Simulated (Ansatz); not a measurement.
`[CH3][Ga]([CH3])[CH]=O` + `N#CBF` → `[CH3][Ga]([CH3])[C]#N` + `O=CBF`  (redistribution)

Gas-phase electronic energies from Ansatz, PBE0-D4/def2-TZVP geometries. CCSD(T)/CBS is the MP2 limit (def2-TZVPP, def2-QZVPP) plus CCSD(T) − MP2 in def2-TZVPP, frozen cores. This one scheme is used for every species. Functionals use def2-TZVPP. B3LYP here is the variant with VWN-RPA as its local correlation; programs differ in this. For Ga outer-core shells are correlated without core-valence functions, which leaves a few kJ/mol of doubt a bond. Scalar relativity is left out up to krypton. Each species was taken in one conformer, which may not be the lowest.

```tsv
level	ΔE (kJ/mol)
PBE0-D4	-29.6
B3LYP-D4	-27.6
ωB97M-V	-35.1
B3LYP	-28.5
MP2/def2-TZVPP	-37.2
SCS-MP2/def2-TZVPP	-38.9
CCSD(T)/def2-TZVPP	-37.4
CCSD/CBS(def2)	-37.9
```

Q: What does CCSD(T)/CBS give? (An estimate is asked.)

A: Ansatz gave: -35.7 kJ/mol. The listed levels differ from it by 6.1, 8.1, 0.6, 7.2, -1.5, -3.2, -1.7, -2.2 kJ/mol.

Largest T1 diagnostic among the species: 0.015.

In def2-TZVPP, CCSD(T) changes the Hartree–Fock value by +10.9 kJ/mol (the triples alone add +2.2 kJ/mol) and MP2 by +11.0 kJ/mol. From PBE to PBE0 (25 % exact exchange), in def2-TZVPP and without D4, ΔE moves by −9.1 kJ/mol.
